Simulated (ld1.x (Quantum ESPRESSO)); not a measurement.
u(r) = r·R(r): atom against pseudo-atom (selenium (Se))

Columns: radius, all-electron u(r) and pseudo u(r) of the 4p shell (level -6.51 eV) of selenium in the configuration [Ar] 3d10 4s2 4p4; PBEsol, scalar-relativistic, RRKJ scheme, ld1.x (Quantum ESPRESSO) 7.5.

| r (bohr) | all-electron | pseudo |
| --- | --- | --- |
| 0.082 | 0.1814 | 0.0028 |
| 0.165 | 0.1061 | 0.0112 |
| 0.248 | -0.0988 | 0.0253 |
| 0.330 | -0.2516 | 0.0449 |
| 0.413 | -0.3108 | 0.0705 |
| 0.495 | -0.2889 | 0.1014 |
| 0.578 | -0.2132 | 0.1384 |
| 0.660 | -0.1100 | 0.1804 |
| 0.742 | 0.0044 | 0.2274 |
| 0.825 | 0.1202 | 0.2795 |
| 0.908 | 0.2292 | 0.3349 |
| 0.990 | 0.3264 | 0.3916 |
| 1.072 | 0.4117 | 0.4483 |
| 1.155 | 0.4855 | 0.5037 |
| 1.238 | 0.5471 | 0.5548 |
| 1.320 | 0.5966 | 0.5992 |
| 1.402 | 0.6358 | 0.6364 |
| 1.485 | 0.6659 | 0.6660 |
| 1.568 | 0.6875 | 0.6875 |
| 1.650 | 0.7014 | 0.7014 |
| 1.733 | 0.7091 | 0.7091 |
| 1.815 | 0.7111 | 0.7111 |
| 1.898 | 0.7084 | 0.7084 |
| 1.980 | 0.7018 | 0.7018 |
| 2.062 | 0.6920 | 0.6920 |
| 2.145 | 0.6793 | 0.6793 |

(1) How many radial nodes do the two functions have?

(2) At about which radius was the pseudo-wave matched?

(3) Where does each function peak?

(4) Is the pseudo-wave norm-conserving?

Answers

(1) The all-electron 4p function has n − l − 1 = 2; the pseudo-wave has 0, since the states of the same l below it are removed with the core.

(2) 1.65 bohr. The columns agree to 0.0005 from 1.49 bohr on; several derivatives are matched, so the curves merge somewhat inside the radius.

(3) Outermost all-electron maximum near 1.81 bohr, pseudo maximum near 1.81 bohr (to the table’s step).

(4) Yes: the RRKJ scheme keeps the norm inside the radius equal to the all-electron one, which fixes the energy derivative of the logarithmic derivative at the level.
